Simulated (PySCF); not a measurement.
**Magnesium: a sound run and one with changed settings**

Sound run: Mg²⁺ [Ne], Mg³⁺ [He] 2s2 2p5. Calculation: PySCF 2.14, in pcseg-2; no relativity, point nucleus. In the sound run the correlated levels freeze [He] 2s2. The sound run starts from symmetry-adapted Hartree-Fock orbitals and uses a fine grid where one is needed.

Changed run: all electrons correlated in a basis built for the valence shell.

```json
{"species": "Mg²⁺", "method": "MP2", "sound run (hartree)": "-198.82608", "changed run (hartree)": "-198.83397", "converged": "yes"}
{"species": "Mg²⁺", "method": "CCSD(T)", "sound run (hartree)": "-198.82634", "changed run (hartree)": "-198.83482", "converged": "yes"}
{"species": "Mg³⁺", "method": "MP2", "sound run (hartree)": "-195.87627", "changed run (hartree)": "-195.88214", "converged": "yes"}
{"species": "Mg³⁺", "method": "CCSD(T)", "sound run (hartree)": "-195.87645", "changed run (hartree)": "-195.88304", "converged": "yes"}
```

Ionisation energy of Mg²⁺:

```tsv
method	sound run (eV)	changed run (eV)
UHF	80.169	80.169
MP2	80.268	80.323
SCS-MP2	80.266	80.314
CCSD	80.269	80.318
CCSD(T)	80.271	80.322
```

A valence basis has no tight correlating functions, so it recovers only part of the core correlation, and not evenly between atom and ion.

For comparison, NIST gives 80.144 eV between the lowest levels.
